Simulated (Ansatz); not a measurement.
```xyz
23

C    -1.724    0.240   -1.237
N    -1.290    0.535    0.106
C    -2.372    0.816    1.015
Si    0.369    0.681    0.460
O     0.371    0.825    2.105
O     1.147    1.972   -0.212
N     1.232   -0.641   -0.178
C     2.506   -0.570   -0.849
C     0.775   -1.989    0.053
H    -2.398   -0.628   -1.253
H    -2.264    1.084   -1.688
H    -0.868    0.010   -1.873
H    -1.989    1.007    2.016
H    -3.066   -0.034    1.071
H    -2.957    1.691    0.694
H     1.235    0.913    2.509
H     0.797    2.831    0.024
H     2.789    0.467   -1.019
H     3.301   -1.057   -0.265
H     2.464   -1.077   -1.823
H     1.468   -2.552    0.695
H     0.678   -2.542   -0.891
H    -0.203   -1.983    0.539
```

Total charge 0; spin multiplicity 1.

Question: List the B3LYP/def2-TZVPP orbital energies in eV (Ansatz 0.2.0). (An estimate is asked.)

Answer: Ansatz gave: Occupied: -1799.44, -520.21, -520.21, -388.85, -388.85, -277.21, -277.21, -277.10, -277.10, -143.76, -99.12, -99.10, -99.08, -27.50, -26.88, -24.50, -24.18, -19.18, -19.12, -17.42, -16.66, -14.93, -14.23, -13.04, -12.81, -12.27, -12.05, -12.03, -11.91, -11.01, -10.53, -10.45, -10.22, -10.01, -9.91, -9.78, -9.39, -9.00, -8.60, -6.17, -5.90. Lowest empty: 0.34, 1.14, 1.19, 1.61, 2.11, 2.24, 2.56, 2.80.

B3LYP here is the variant with VWN-RPA as its local correlation; programs differ in this.
